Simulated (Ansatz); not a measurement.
Abridged output of a molecular run in Ansatz:

```
Functional definition: HF
1781 factors; integrals over basis functions are off by at most 9.0e-4 eV
mean field evaluation 1: about -7405.8259 eV, gradient 3.9e1 eV
mean field evaluation 2: about -7406.1665 eV, gradient 3.9e1 eV
mean field evaluation 4: about -7410.0665 eV, gradient 5.7e0 eV
mean field evaluation 8: about -7410.1657 eV, gradient 4.6e-1 eV
mean field evaluation 16: about -7410.1671 eV, gradient 1.1e-6 eV
mean field -7410.16714498 eV, -272.3186197863 hartree, gradient 1.1e-6 eV, S^2 0.000000; 0 other end points of the search recorded, 0 dependent functions left out
6 core orbitals not correlated: weight in the atoms' cores, before any rotation towards them, 1.000 or more for the frozen orbitals, at most 0.000 for the correlated occupied ones
reference -7410.16714498 eV, -272.3186197863 hartree; 17, 17 occupied and 275, 275 virtual orbitals, 1781 factors
second order -28.22099327 eV of doubles, -0.00000000 eV of singles
cycle   1  -28.56318397 eV  change   -3.4e-1 eV  update   1.2e-1
cycle   2  -29.29898664 eV  change   -7.4e-1 eV  update   3.6e-2
cycle   3  -29.47184586 eV  change   -1.7e-1 eV  update   1.9e-2
cycle   4  -29.45846514 eV  change    1.3e-2 eV  update   4.6e-3
cycle   5  -29.45658010 eV  change    1.9e-3 eV  update   2.3e-3
cycle   6  -29.45758931 eV  change   -1.0e-3 eV  update   7.0e-4
cycle   7  -29.45710977 eV  change    4.8e-4 eV  update   3.0e-4
cycle   8  -29.45699512 eV  change    1.1e-4 eV  update   1.1e-4
cycle   9  -29.45702639 eV  change   -3.1e-5 eV  update   4.5e-5
cycle  10  -29.45702200 eV  change    4.4e-6 eV  update   1.7e-5
perturbative correction -1.22904113 eV, -0.0451664283 hartree
Total energy: -7440.85320811 eV, -273.4463118065 hartree
```

Its atoms:

Z-matrix (Å, degrees):
```
C
O 1 1.425
B 1 1.544 2 113.5
H 1 1.101 2 110.0 3 -123.8
H 1 1.101 2 110.0 3 123.7
C 2 1.335 1 116.2 3 -180.0
H 3 1.196 1 117.3 2 -179.9
H 3 1.194 1 122.5 2 0.1
N 6 1.256 2 124.4 1 0.0
H 6 1.096 2 110.3 1 -180.0
C 9 1.439 6 117.5 2 -180.0
H 11 1.093 9 109.7 6 -121.5
H 11 1.100 9 113.8 6 -0.0
H 11 1.093 9 109.7 6 121.4
```

**Question.** Which basis set was used?
A. def2-QZVPP
B. def2-TZVPPD
C. cc-pV(D+d)Z
D. def2-TZVPP

**Answer.** D. It gives 298 functions.

**Question.** Write the keys of the input that set method, charge and spin (a neutral closed shell needs none for the last two).

**Answer.** 
```yaml
correlation: {method: ccsd_t}
```
